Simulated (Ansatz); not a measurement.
A nudged elastic band was laid between two geometries of C$_{2}$H$_{7}$NOSi (12 atoms, charge 0, multiplicity 1).

The calculation used RKS BLYP/6-31G* (Ansatz).

* movable images: 9
* climbing image: yes
* spring: 5.0 eV/Å²
* optimiser: quadratic models (default)
* start path: through a guess of the saddle point
* force threshold: 0.05 eV/Å
* iteration limit: 60
* end points: relaxed

First end point:

```xyz
12
Properties=species:S:1:pos:R:3
C -1.385 0.956 1.405
Si 0.187 0.403 0.521
O 0.650 -1.221 0.549
C 0.246 -0.745 -0.922
N 1.244 -0.788 -1.926
H -1.663 1.981 1.105
H -1.240 0.956 2.500
H -2.226 0.283 1.172
H 1.282 1.420 0.657
H -0.643 -1.319 -1.214
H 1.553 -1.749 -2.124
H 2.071 -0.231 -1.689
```

Last end point:

```xyz
12
Properties=species:S:1:pos:R:3
C -1.246 0.950 0.918
Si 0.260 -0.161 0.604
O 0.241 -1.597 1.500
C 0.209 -0.705 -1.199
N 1.103 -0.244 -2.042
H -1.122 1.934 0.430
H -1.375 1.127 1.999
H -2.173 0.495 0.531
H 1.500 0.547 1.104
H -0.311 -2.279 1.064
H 1.105 -0.541 -3.032
H 1.886 0.418 -1.844
```

Question: Which bonds break or form, and what moves?

Answer: Bonds broken: O3–C4, C4–H10. Bonds formed: O3–H10.

Question: Give the energies along the band, and the barrier.

Answer: It converged. The highest image is number 6 of 0 to 10, 1.39 eV above the first end and 0.75 eV above the last; the last end lies 0.64 eV above the first. A vibrational analysis at the climbing image gives one clearly imaginary mode, 1436i cm⁻¹: a first-order saddle point. The orbitals stay closed-shell, which can raise the energy where a bond breaks towards radicals; this wasn't checked here.

```json
{"image": "0", "path coordinate (Å)": "0.00", "energy (eV)": "0.00", "O3–C4 (Å)": "1.60", "C4–H10 (Å)": "1.10", "O3–H10 (Å)": "2.19"}
{"image": "1", "path coordinate (Å)": "0.50", "energy (eV)": "0.04", "O3–C4 (Å)": "1.80", "C4–H10 (Å)": "1.09", "O3–H10 (Å)": "2.27"}
{"image": "2", "path coordinate (Å)": "1.00", "energy (eV)": "0.04", "O3–C4 (Å)": "2.22", "C4–H10 (Å)": "1.10", "O3–H10 (Å)": "2.55"}
{"image": "3", "path coordinate (Å)": "1.51", "energy (eV)": "0.06", "O3–C4 (Å)": "2.32", "C4–H10 (Å)": "1.10", "O3–H10 (Å)": "2.56"}
{"image": "4", "path coordinate (Å)": "2.01", "energy (eV)": "0.16", "O3–C4 (Å)": "2.35", "C4–H10 (Å)": "1.09", "O3–H10 (Å)": "2.38"}
{"image": "5", "path coordinate (Å)": "2.51", "energy (eV)": "0.62", "O3–C4 (Å)": "2.30", "C4–H10 (Å)": "1.12", "O3–H10 (Å)": "1.86"}
{"image": "6", "path coordinate (Å)": "3.01", "energy (eV)": "1.39", "O3–C4 (Å)": "2.27", "C4–H10 (Å)": "1.38", "O3–H10 (Å)": "1.27"}
{"image": "7", "path coordinate (Å)": "3.54", "energy (eV)": "0.94", "O3–C4 (Å)": "2.44", "C4–H10 (Å)": "1.91", "O3–H10 (Å)": "1.01"}
{"image": "8", "path coordinate (Å)": "4.06", "energy (eV)": "0.73", "O3–C4 (Å)": "2.62", "C4–H10 (Å)": "2.33", "O3–H10 (Å)": "0.99"}
{"image": "9", "path coordinate (Å)": "4.59", "energy (eV)": "0.66", "O3–C4 (Å)": "2.76", "C4–H10 (Å)": "2.62", "O3–H10 (Å)": "0.98"}
{"image": "10", "path coordinate (Å)": "5.12", "energy (eV)": "0.64", "O3–C4 (Å)": "2.84", "C4–H10 (Å)": "2.81", "O3–H10 (Å)": "0.98"}
```

Question: What is the geometry of the highest image?

Answer: 
```xyz
12
Properties=species:S:1:pos:R:3
C -1.366 1.015 1.179
Si 0.210 0.077 0.723
O 0.343 -1.544 1.098
C 0.254 -0.725 -1.019
N 1.155 -0.581 -1.974
H -1.345 2.049 0.790
H -1.481 1.073 2.276
H -2.256 0.507 0.774
H 1.418 0.909 1.066
H 0.060 -1.761 -0.122
H 1.328 -1.322 -2.665
H 1.758 0.247 -2.093
```

Question: What are the harmonic wavenumbers there?

Answer: 1436i, 124, 127, 197, 233, 300, 522, 574, 631, 666, 693, 700, 753, 808, 877, 949, 1077, 1193, 1288, 1434, 1452, 1458, 1657, 1799, 2123, 2963, 3029, 3046, 3291, 3383 cm⁻¹.

The band took 14 iterations and about 6 core-minutes.

Run time: 3.3 min on 2 threads of Arm Neoverse V2, on a shared host, peak memory 0.13 GiB.
